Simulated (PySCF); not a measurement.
**How the method changes the constants of InSi**

State: ⁴Σ⁻ (quartet), unpaired electrons σ ↑, π ↑↑. Set-up: PySCF, spin-free X2C with a Gaussian nucleus, basis sets In x2c-TZVPPall, Si x2c-TZVPPall. De refers to In + Si in their high-spin ground configurations, without counterpoise correction. The functionals are run spin-unrestricted. A positive dipole means In(−)Si(+).

```csv
Level,Re (Å),ωe (cm⁻¹),De (eV),μ (D),"CPU s a point (SCF and correlation, without the integrals)"
UHF,2.690,242,1.46,-2.79,1.8
UHF-MP2,2.586,273,2.25,n/a,2.8
UHF-SCS-MP2,2.599,268,2.01,n/a,n/a
UHF-CCSD,2.616,264,2.05,n/a,n/a
UHF-CCSD(T),2.609,267,2.18,n/a,53
LDA,2.567,271,2.89,-1.45,0.72
PBE,2.627,252,2.49,-1.82,1.1
BP86,2.628,250,2.42,-1.75,0.75
r²SCAN,2.602,262,2.47,-1.88,1.4
PBE0,2.607,263,2.36,-2.03,4.5
M06,2.628,261,2.47,-1.84,2.3
M06-2X,2.619,262,2.22,-2.09,2.4
CAM-B3LYP,2.603,262,2.03,-2.01,6.2
```

**Question.** Which functional lies closest to UHF-CCSD(T) in De, which farthest, and by how much do they differ from it?

**Answer.** Closest is M06-2X (+1.0 pm in Re, -1.9 % in ωe, +0.04 eV in De against UHF-CCSD(T) in the same basis), farthest LDA (-4.2 pm in Re, +1.5 % in ωe, +0.71 eV in De). CCSD(T) converges more slowly with the basis than the functionals do and binds too weakly in this one, so the order can change at the basis-set limit.

**Question.** What does a quarter of exact exchange do here, going from PBE to PBE0?

**Answer.** PBE0 less PBE: -2.0 pm in Re, +4.4 % in ωe, -0.13 eV in De. Exact exchange removes part of the self-interaction that spreads semilocal densities, and in most molecules shortens and stiffens the bond and lowers De; so it does here.

**Question.** What does second-order correlation do here, going from UHF to UHF-MP2?

**Answer.** UHF-MP2 less UHF: -10.4 pm in Re, +12.8 % in ωe, +0.79 eV in De. Correlation nearly always deepens the well. The bond shortens, as in weak, metallic or heavy-atom bonds, where dispersion and the correlation of outer-core electrons pull the atoms together.

Correlated steps freeze 23 core orbitals. Spin–orbit coupling is left out, which matters for elements this heavy, above all for dissociation energies. The state is the lowest determinant that a PBE0 search found; another state may lie lower at other levels.

The whole job (state search and all levels along the bond) took about 7.4 min on 2 threads of AMD EPYC 9R14 (shared host), peak memory 3.4 GiB.
